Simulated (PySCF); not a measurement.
SMILES COB[SiH3] (CH7BOSi) (B3LYP/def2-SVP optimised geometry):

```
11

B     -0.782     0.882     0.000
H     -1.488     1.256     0.912
O     -0.573     1.805    -0.955
C      0.206     1.644    -2.125
H      0.648     0.636    -2.200
H     -0.429     1.824    -3.006
H      1.016     2.391    -2.122
Si    -0.012    -1.021     0.000
H     -0.463    -1.772     1.210
H      1.488    -1.021     0.000
H     -0.438    -1.805    -1.205
```

Method: PySCF 2.14.0 with B3LYP/def2-TZVP.

Problem. What are the frontier orbital energies and the dipole moment?

Solution. HOMO-2 -9.29 eV, HOMO-1 -9.15 eV, HOMO -7.44 eV, LUMO -1.35 eV, LUMO+1 0.51 eV; dipole moment 1.72 D.

On the same geometry PBE/def2-TZVP run with PySCF gives HOMO-2 -8.14 eV, HOMO-1 -7.98 eV, HOMO -6.37 eV, LUMO -2.09 eV, LUMO+1 -0.10 eV; dipole moment 1.80 D.

Meta-Löwdin charges at B3LYP/def2-TZVP: B1 0.04, H2 0.00, O3 -0.32, C4 -0.10, H5 0.10, H6 0.12, H7 0.12, Si8 0.29, H9 -0.09, H10 -0.09, H11 -0.09.
